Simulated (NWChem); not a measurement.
System: CrNH2SOF; SMILES [NH]=[Cr]([OH])([F])=[S]

NWChem printed, in part:

```
             Northwest Computational Chemistry Package (NWChem) 7.3.0
             --------------------------------------------------------

 C1  symmetry detected

                             Geometry "geometry" -> ""
                             -------------------------

 Output coordinates in angstroms (scale by  1.889725989 to convert to a.u.)

  No.       Tag          Charge          X              Y              Z
 ---- ---------------- ---------- -------------- -------------- --------------
    1 Cr                  24.0000     0.00175536     0.24869273    -0.02968113
    2 N                    7.0000    -0.18061197     0.60386479    -1.55744711
    3 H                    1.0000    -0.26142612     0.21291691    -2.50088295
    4 S                   16.0000     0.05394992    -1.71241539     0.14014290
    5 F                    9.0000     1.46567949     0.93886661     0.51374444
    6 O                    8.0000    -1.33790542     0.87489500     0.85650390
    7 H                    1.0000    -1.86748956     1.54109077     0.39734227

 Effective nuclear repulsion energy (a.u.)     419.3577760209

  pbe96 is a nonlocal functional; adding pw91lda local functional.

                                 NWChem DFT Module
                                 -----------------

 Summary of "ao basis" -> "ao basis" (spherical)
 ------------------------------------------------------------------------------
       Tag                 Description            Shells   Functions and Types
 ---------------- ------------------------------  ------  ---------------------
 Cr                          6-31g*                 12       34   5s4p2d1f
 N                           6-31g*                  6       14   3s2p1d
 H                           6-31g*                  2        2   2s
 S                           6-31g*                  8       18   4s3p1d
 F                           6-31g*                  6       14   3s2p1d
 O                           6-31g*                  6       14   3s2p1d

            General Information
            -------------------
          SCF calculation type: DFT
          Wavefunction type:  closed shell.
          No. of atoms     :     7
          No. of electrons :    66
           Alpha electrons :    33
            Beta electrons :    33
          Charge           :     0
          Spin multiplicity:     1
          Use of symmetry is: off; symmetry adaption is: off
          Maximum number of iterations: 150
          AO basis - number of functions:    98
                     number of shells:    42
          Convergence on energy requested:  1.00D-06
          Convergence on density requested:  1.00D-05
          Convergence on gradient requested:  5.00D-04

              XC Information
              --------------
          PerdewBurkeErnzerhof Exchange Functional  1.000
            Perdew 1991 LDA Correlation Functional  1.000 local
           PerdewBurkeErnz. Correlation Functional  1.000 non-local

             Grid Information
             ----------------
          Grid used for XC integration:  fine
          Radial quadrature: Mura-Knowles
          Angular quadrature: Lebedev.
          Tag              B.-S. Rad. Rad. Pts. Rad. Cut. Ang. Pts.
          ---              ---------- --------- --------- ---------
          Cr                  1.40      140           9.0       974
          N                   0.65       70           9.0       590
          H                   0.35       60          11.0       590
          S                   1.00      123          10.0       770
          F                   0.50       70          10.0       590
          O                   0.60       70          10.0       590
          Grid pruning is: on
          Number of quadrature shells:   593
          Spatial weights used:  Erf1

      Superposition of Atomic Density Guess
      -------------------------------------

 Sum of atomic energies:       -1669.94462680

      Non-variational initial energy
      ------------------------------

 Total energy =   -1670.297236
 1-e energy   =   -3136.143521
 2-e energy   =    1046.488509
 HOMO         =      -0.332450
 LUMO         =      -0.048627

     ---------------------------------------------
      Total Density - Mulliken Population Analysis
     ---------------------------------------------

    Atom       Charge   Shell Charges
 -----------   ------   -------------------------------------------------------
    1 Cr  24    20.73   2.00  2.00  6.00  2.00  5.99  0.26  0.35  0.05  0.06  0.84  1.15  0.03
    2 N    7     8.41   2.00  0.88  2.75  0.91  1.86  0.02
    3 H    1     0.56   0.40  0.16
    4 S   16    17.01   2.00  2.00  5.98  1.37  3.44  0.52  1.68  0.02
    5 F    9     9.72   2.00  0.96  3.52  1.02  2.21  0.01
    6 O    8     9.15   2.00  0.94  3.19  0.95  2.06  0.01
    7 H    1     0.43   0.35  0.08

   convergence    iter        energy       DeltaE   RMS-Dens  Diis-err
 ---------------- ----- ----------------- --------- --------- ---------
 d= 0,ls=0.0,diis     1  -1671.6624980710 -2.09D+03  6.02D-02  1.10D+01
 d= 0,ls=0.0,diis     2  -1651.2241062002  2.04D+01  4.56D-02  1.49D+02
 d= 0,ls=0.5,diis     3  -1662.8849264737 -1.17D+01  1.39D-02  1.12D+02
 d= 0,ls=0.5,diis     4  -1665.0443269952 -2.16D+00  5.20D-03  9.36D+01
 d= 0,ls=0.5,diis     5  -1665.0329086570  1.14D-02  4.76D-03  9.43D+01
 d= 0,ls=0.5,diis     6  -1664.5382177334  4.95D-01  4.05D-03  9.81D+01
 d= 0,ls=0.5,diis     7  -1664.0955709405  4.43D-01  2.22D-03  1.01D+02
  Resetting Diis
 d= 0,ls=0.5,diis     8  -1664.1113455817 -1.58D-02  1.95D-03  1.01D+02
 d= 0,ls=0.5,diis     9  -1664.0144339859  9.69D-02  1.43D-01  1.02D+02
 d= 0,ls=0.5,diis    10  -1624.7068780285  3.93D+01  1.31D-01  2.28D+02
 d= 0,ls=0.5,diis    11  -1670.8109038435 -4.61D+01  1.52D-02  1.63D+01
 d= 0,ls=0.5,diis    12  -1672.4735864151 -1.66D+00  7.37D-03  4.91D+00
 d= 0,ls=0.5,diis    13  -1672.9201943012 -4.47D-01  3.37D-03  1.31D+00
 d= 0,ls=0.5,diis    14  -1672.9723567982 -5.22D-02  1.68D-03  7.48D-01
 d= 0,ls=0.5,diis    15  -1672.9883116182 -1.60D-02  8.99D-04  6.46D-01
 d= 0,ls=0.5,diis    16  -1672.9739594847  1.44D-02  5.30D-04  8.47D-01
 d= 0,ls=0.5,diis    17  -1672.9556541576  1.83D-02  6.50D-04  1.06D+00
 d= 0,ls=0.5,diis    18  -1672.9783230150 -2.27D-02  6.53D-04  7.98D-01
 d= 0,ls=0.5,diis    19  -1673.0047171916 -2.64D-02  6.82D-04  4.91D-01
 d= 0,ls=0.5,diis    20  -1673.0267229775 -2.20D-02  5.87D-04  2.30D-01
 d= 0,ls=0.5,diis    21  -1673.0390548055 -1.23D-02  3.10D-04  8.50D-02
 d= 0,ls=0.5,diis    22  -1673.0427692227 -3.71D-03  1.93D-04  4.35D-02
 d= 0,ls=0.5,diis    23  -1673.0444517519 -1.68D-03  1.32D-04  2.45D-02
 d= 0,ls=0.5,diis    24  -1673.0452820908 -8.30D-04  9.52D-05  1.51D-02
 d= 0,ls=0.5,diis    25  -1673.0457527695 -4.71D-04  7.84D-05  9.78D-03
 d= 0,ls=0.5,diis    26  -1673.0460726248 -3.20D-04  6.67D-05  6.11D-03
 d= 0,ls=0.5,diis    27  -1673.0462916026 -2.19D-04  5.71D-05  3.59D-03
 d= 0,ls=0.5,diis    28  -1673.0464360902 -1.44D-04  4.74D-05  1.93D-03
 d= 0,ls=0.5,diis    29  -1673.0465222860 -8.62D-05  3.72D-05  9.52D-04
 d= 0,ls=0.5,diis    30  -1673.0465675960 -4.53D-05  3.22D-05  4.55D-04
 d= 0,ls=0.5,diis    31  -1673.0465915163 -2.39D-05  2.03D-05  2.07D-04
 d= 0,ls=0.5,diis    32  -1673.0466009169 -9.40D-06  1.45D-05  1.13D-04
 d= 0,ls=0.5,diis    33  -1673.0466055960 -4.68D-06  1.09D-05  6.62D-05
 d= 0,ls=0.5,diis    34  -1673.0466082139 -2.62D-06  8.56D-06  4.06D-05
 d= 0,ls=0.5,diis    35  -1673.0466097695 -1.56D-06  6.98D-06  2.63D-05
 d= 0,ls=0.5,diis    36  -1673.0466107737 -1.00D-06  5.73D-06  1.73D-05
 d= 0,ls=0.5,diis    37  -1673.0466114261 -6.52D-07  4.57D-06  1.16D-05

         Total DFT energy =    -1673.046611855801
      One electron energy =    -3139.621706038996
           Coulomb energy =     1147.507068818375
    Exchange-Corr. energy =     -100.289750656070
 Nuclear repulsion energy =      419.357776020891

 Numeric. integr. density =       66.000000604277

                       DFT Final Molecular Orbital Analysis
                       ------------------------------------

 Vector   31  Occ=2.000000D+00  E=-2.872395D-01
              MO Center=  1.1D-02,  4.2D-01, -3.9D-01, r^2= 3.0D+00
   Bfn.  Coefficient  Atom+Function         Bfn.  Coefficient  Atom+Function
  ----- ------------  ---------------      ----- ------------  ---------------
    37      0.398105  2 N  px                41      0.295657  2 N  px
    73      0.256644  5 F  pz                21      0.241945  1 Cr d  1
    87     -0.213521  6 O  pz                58      0.210878  4 S  py
    77      0.176689  5 F  pz                26      0.146309  1 Cr d  1
    91     -0.142161  6 O  pz                72     -0.128047  5 F  py

[...]

                         DFT ENERGY GRADIENTS

    atom               coordinates                        gradient
                 x          y          z           x          y          z
   1 Cr      0.003317   0.469961  -0.056089   -0.007991  -0.002576  -0.019148
   2 N      -0.341307   1.141139  -2.943148    0.004453  -0.009417   0.031572
   3 H      -0.494024   0.402355  -4.725984    0.000368   0.000539   0.004184
   4 S       0.101951  -3.235996   0.264832   -0.000596   0.022889  -0.002855
   5 F       2.769733   1.774201   0.970836   -0.009632  -0.004953  -0.004214
   6 O      -2.528275   1.653312   1.618558    0.007033   0.002067  -0.016528
   7 H      -3.529044   2.912239   0.750868    0.006364  -0.008549   0.006989
```

Level: PBE/6-31G* (spherical d). The geometry was optimised at PBE0/def2-SVP.

Problem. Write an input that gives this output.

Solution. One answer among several that fit: the input that was run:
```
start job
memory heap 200 mb stack 900 mb global 1100 mb
geometry units angstroms noautoz
  Cr    -0.008722     0.216326     0.037737
  N      0.051334     0.879659    -1.393995
  H      0.175400     0.695621    -2.394085
  S      0.191641    -1.730299    -0.181387
  F      1.266107     0.850125     0.979987
  O     -1.536000     0.567730     0.756125
  H     -2.034330     1.287986     0.346242
end
basis spherical
  * library 6-31g*
end
dft
  xc xpbe96 cpbe96
  grid fine
  iterations 150
  mulliken
end
task dft gradient
```
